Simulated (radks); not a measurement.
These are the eigenvalues of the occupied orbitals of an atom or ion with whole-number occupations (Ry). Method: Dirac Kohn-Sham, LDA (Slater exchange, Perdew-Wang correlation), spin-unpolarised, spherical densities, point nucleus; computed with a radial shooting solver on a logarithmic mesh with Libxc functionals.

| orbital | eigenvalue |
|---|---|
| 1s1/2 | -503.7202 |
| 2s1/2 | -85.01574 |
| 2p1/2 | -77.58062 |
| 2p3/2 | -76.78928 |
| 3s1/2 | -30.89391 |

Which element is it, and in what charge state? The configuration may be excited. Open shells, if any, fill j = l - 1/2 first.

Answer. Z = 25, manganese, charge +14: Mn14+ in [Ne] 3s1. The list shows which subshells hold electrons but not how many an open one holds; the 1s level, -251.86 hartree, gives Z - s = 22.4 by -(Z - s)^2/2, which with screening and relativity narrows Z to a few neighbours, and the depths of the outer levels then fix element, charge and occupations together.
